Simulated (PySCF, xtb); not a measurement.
FH6N3Sn, SMILES [F][Sn]([NH2])([NH2])[NH2].

GFN2-xTB (xtb) at its own geometry gives an orbital gap of 3.89 eV and a dipole moment of 1.13 D.

Coordinates come from a B3LYP-D3(BJ)/def2-SVP optimisation. The structure was generated by enumeration; whether it is a known compound was not checked. The def2 effective core potentials stand for the cores of Sn; spin–orbit coupling is left out. One conformer was computed; it need not be the lowest.

Task: What does CAM-B3LYP/def2-TZVP (PySCF) give? (An estimate is asked for; the answer gives what the named calculation found.)

Result: gap 9.18 eV (levels -9.27 and -0.09 eV), dipole 0.30 D.
